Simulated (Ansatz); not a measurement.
Total energies of Cl$_{3}$HHfS (`[SH][Hf]([Cl])([Cl])[Cl]`).

```xyz
6

S    -1.418   -1.288    0.501
Hf    0.204    0.275   -0.366
Cl   -0.314    0.550   -2.609
Cl    0.047    2.272    0.814
Cl    2.339   -0.594   -0.066
H    -0.857   -1.214    1.726
```

Total charge 0; spin multiplicity 1. Correlated methods include outer-core shells of Hf, which these sets cover unevenly. Hf: def2 effective core potential. All single points use the PBE0-D4/def2-TZVP geometry. It is one conformer, not always the lowest. Basis def2-TZVPP, Ansatz 0.2.0.

RPA on PBE orbitals: Hartree–Fock energy of these orbitals -1824.38347 Eh, correlation -1.68581 Eh (frozen core).

| functional | energy without D4 (Eh) | D4 term (kJ/mol) |
| --- | --- | --- |
| LDA (SPW92) | -1821.82879 | – |
| revPBE | -1827.49272 | -42.6 |
| BLYP | -1827.73814 | -43.4 |
| r2SCAN | -1827.68447 | -5.4 |
| B97M-V | -1827.32952 | – |
| PBE0 | -1827.16692 | -19.5 |
| r2SCAN0 | -1827.62429 | -6.8 |
| CAM-B3LYP | -1827.77794 | -21.0 |
| ωB97X-V | -1827.48085 | – |
| ωB97M-V | -1827.60598 | – |

Task: Give the same for PBE, B3LYP, r2SCANh, HSE06 (plane-wave form), BHLYP, LC-ωPBE, B2PLYP, PBE-QIDH. (An estimate is asked.)

Result: Ansatz gave: 
```tsv
functional	energy without D4 (Eh)	D4 term (kJ/mol)
PBE	-1827.05713	-21.9
B3LYP	-1827.84862	-35.6
r2SCANh	-1827.65978	-6.0
HSE06 (plane-wave form)	-1827.13551	-18.9
BHLYP	-1827.66728	-35.7
LC-ωPBE	-1827.29191	–
B2PLYP	-1827.15638	–
PBE-QIDH	-1826.75537	–
```

B3LYP takes the VWN-RPA correlation (the form of Gaussian; ORCA's B3LYP/G). HSE06 is the plane-wave form, built on full-range PBE exchange. The double hybrids freeze the cores in their second-order part.

LC-ωPBE has ω = 0.4 bohr⁻¹.
